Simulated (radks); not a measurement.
The numbers below are computed, except where a source is named.
Ionisation of the antimony ion Sb3+, [Kr] 4d10 5s2, to Sb4+, [Kr] 4d10 5s1, under several functionals. Dirac Kohn-Sham, spin-unpolarised, spherical densities, point nucleus; a radial shooting solver on a logarithmic mesh with Libxc functionals.

functional                               E(Sb3+) (hartree)  Exc (hartree)  IE (eV)  -e(HOMO) (eV)  <r> HOMO (bohr)  IE error (eV)
RPBE                                           -6482.04868     -170.15504   44.059         38.696            2.025         +0.255
exchange-only B88                              -6479.85519     -167.93046   43.441         38.020            2.031         -0.363
LDA (Slater exchange, VWN5 correlation)        -6476.20785     -164.23013   44.814         39.388            2.013         +1.010
HCTH/407                                       -6485.79123     -174.09786   44.262         38.930            2.018         +0.458
PW91                                           -6482.63266     -170.74370   44.404         39.016            2.020         +0.600

NIST Atomic Spectra Database: 43.80 eV (measured). Closest: RPBE. The Delta-SCF values span 1.37 eV, the total energies 9.58 hartree. The highest occupied level is 5s1/2. Spin polarisation and multiplet splitting are left out, so open shells lie too high by an amount that depends on their filling.

Beside tabulated values, note that spin-unpolarised runs miss the spin-polarisation part of the exchange energy of open shells.
